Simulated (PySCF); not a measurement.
Isomers of C5H5ClO3, one GFN2-xTB conformer each. Single-point energies are computed at PBE0/pcSseg-1 (PySCF, gas phase, no added dispersion term), electronic only.

```tsv
SMILES	GFN2-xTB relative energy (kJ/mol)
C=C(Cl)O/C=C/OC=O	34.1
C=C(Cl)O/C=C\C(=O)O	0.0
```

Conformers: `[CH2:1]=[C:2]([Cl:3])[O:4]/[CH:5]=[CH:6]/[O:7][CH:8]=[O:9]` with C1–C2–O4–C5 -161°, C2–O4–C5–C6 -175°, C5–C6–O7–C8 -179°, C6–O7–C8–O9 0°; `[CH2:1]=[C:2]([Cl:3])[O:4]/[CH:5]=[CH:6]\[C:7](=[O:8])[OH:9]` with C1–C2–O4–C5 180°, C2–O4–C5–C6 180°, C5–C6–C7–O8 1°, C6–C7–O9–H 180°.

Q: What does PBE0/pcSseg-1 give for the same structures?

A: 
```csv
SMILES,PBE0/pcSseg-1 E (Eh),PBE0/pcSseg-1 (kJ/mol),GFN2-xTB (kJ/mol),point group
C=C(Cl)O/C=C\C(=O)O,-878.69377,0.0,0.0,Cs
C=C(Cl)O/C=C/OC=O,-878.66540,74.5,34.1,C1
```

Both levels put the same isomer lowest. As drawn, the lower has an O–H bond, which the higher lacks.

Q: Which frontier levels, dipoles and rotational constants go with these structures?

A: 
| SMILES | HOMO (eV, PBE0/pcSseg-1) | LUMO (eV) | dipole (D) | A, B, C (MHz) |
| --- | --- | --- | --- | --- |
| C=C(Cl)O/C=C\C(=O)O | -7.02 | -1.38 | 1.36 | 3738, 628.7, 538.2 |
| C=C(Cl)O/C=C/OC=O | -6.72 | -0.71 | 1.84 | 4190, 502.5, 452.6 |
